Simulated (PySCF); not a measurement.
Cl₂Zn, charge +1, doublet, geometry from GFN2-xTB (such geometries of metal compounds can be far from the true shape) (a state made from the parent by changing its charge; the spin is typed, not shown lowest). Base run: PBE0/6-31G (PySCF).

Here is a job for PySCF.
```python
from pyscf import gto, scf, dft

mol = gto.Mole()
mol.atom = '''
    Zn    0.000000    0.000000    0.000000
    Cl   -0.000000   -0.000000   -2.224714
    Cl    0.000000    0.000000    2.224714
'''
mol.basis = '6-31g'
mol.charge = 1
mol.spin = 1
mol.verbose = 4
mol.build()

mf = dft.UKS(mol)
mf.xc = 'pbe0'
mf.kernel()
mf.analyze()
```

Variants of this job, named by their change:

```
change                                                                                         basis functions       E (Eh)  HOMO (eV)
---------------------------------------------------------------------------------------------  ---------------  -----------  ---------
base                                                                                                        53  -2698.53660     -14.68
basis = cc-pVDZ-DK; relativity = none                                                                       79  -2689.16880     -14.59
basis = cc-pVDZ-DK; relativity = spin-free X2C                                                              79  -2718.30625     -14.60
basis = jorge-DZP-DKH; relativity = none                                                                    91  -2693.50349     -14.53
basis = cc-pVDZ-DK; relativity = spin-free X2C; nucleus = Gaussian (with mol.nucmod = 'G')                  79  -2718.29643     -14.60
basis = cc-pVTZ-DK; relativity = spin-free X2C                                                             136  -2718.34434     -14.51
basis = jorge-DZP-DKH; relativity = spin-free X2C                                                           91  -2718.12361     -14.55
basis = cc-pVTZ-DK; relativity = spin-free X2C; nucleus = Gaussian (with mol.nucmod = 'G')                 136  -2718.33448     -14.51
basis = cc-pVTZ-DK; relativity = none                                                                      136  -2689.16063     -14.48
basis = jorge-DZP-DKH; relativity = spin-free X2C; nucleus = Gaussian (with mol.nucmod = 'G')               91  -2718.11481     -14.55
```

Totals shift with the method and basis; they matter in differences.

Open shells are given as the SCF converged; they aren't shown to be the lowest states, and a large step between rows can be another state.

Basis sets contracted for a relativistic Hamiltonian are a mismatch without it, so the rows without relativity aren't non-relativistic limits. No row has spin-orbit coupling; sets with core potentials leave out the core electrons.
